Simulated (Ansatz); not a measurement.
Geometry optimisation, Ansatz, RKS BLYP/def2-SVP.

The input (input.yaml):

```yaml
crystal:
  periodic: [false, false, false]
  atoms:
    - { symbol: B, position_ang: [-0.041268, -0.50567, -0.422683] }
    - { symbol: H, position_ang: [-0.05534, 0.125134, 1.892463] }
    - { symbol: F, position_ang: [1.074399, 0.211366, -0.492182] }
    - { symbol: Cl, position_ang: [-1.581298, 0.233556, -0.953162] }
    - { symbol: O, position_ang: [0.044243, -1.819651, -0.006044] }
    - { symbol: H, position_ang: [-0.819189, -2.274, -0.039353] }
    - { symbol: H, position_ang: [-0.046848, -0.592636, 1.843461] }
basis:
  gaussian: { orbitals: def2-SVP }
hamiltonian:
  xc: blyp
relax:
  f_tol: 0.03
  max_steps: 50
```

Command:

```bash
$ ansatz run input.yaml --threads 1 --pin off --max-ram 2048MiB --backend cpu --events-out ev --progress --plain --runs-dir out
```

Problem. Where does it end, and by what steps?

Solution. It converged. The force dipped under the threshold on the way, but the program's further checks kept it going. After 48 steps the energy has fallen by 0.250 eV; H2 moved furthest, 1.73 Å.

```
step  energy less start (eV)  largest force component (eV/Å)  accepted
   0                  0.0000                           1.854       yes
   2                 -0.1697                           0.727       yes
   4                 -0.2175                           0.180       yes
   6                 -0.2217                           0.098       yes
   8                 -0.2222                           0.156       yes
  10                 -0.2238                           0.059       yes
  12                 -0.2260                           0.176       yes
  14                 -0.2274                           0.497        no
  16                 -0.2317                           0.059       yes
  18                 -0.2320                           0.460        no
  20                 -0.2392                           0.104       yes
  22                 -0.2410                           0.056       yes
  24                 -0.2436                           0.116       yes
  26                 -0.2453                           0.150       yes
  28                 -0.2440                           0.309        no
  30                 -0.2478                           0.045       yes
  32                 -0.2482                           0.049       yes
  34                 -0.2487                           0.054       yes
  36                 -0.2489                           0.048       yes
  38                 -0.2492                           0.060       yes
  40                 -0.2495                           0.031       yes
  42                 -0.2497                           0.054       yes
  44                 -0.2502                           0.022       yes
  46                 -0.2503                           0.035       yes
  48                 -0.2505                           0.024       yes
```

```xyz
7
Properties=species:S:1:pos:R:3
B -0.071 -0.496 -1.096
H 0.061 -0.563 3.478
F 1.079 0.082 -1.433
Cl -1.414 -0.498 -2.279
O -0.180 -1.060 0.134
H -1.052 -1.463 0.300
H 0.153 -0.624 2.719
```

The run took 53 s on 1 thread of Intel(R) Xeon(R) 6975P-C (Granite Rapids), with other jobs on the host, peak memory 0.17 GiB.
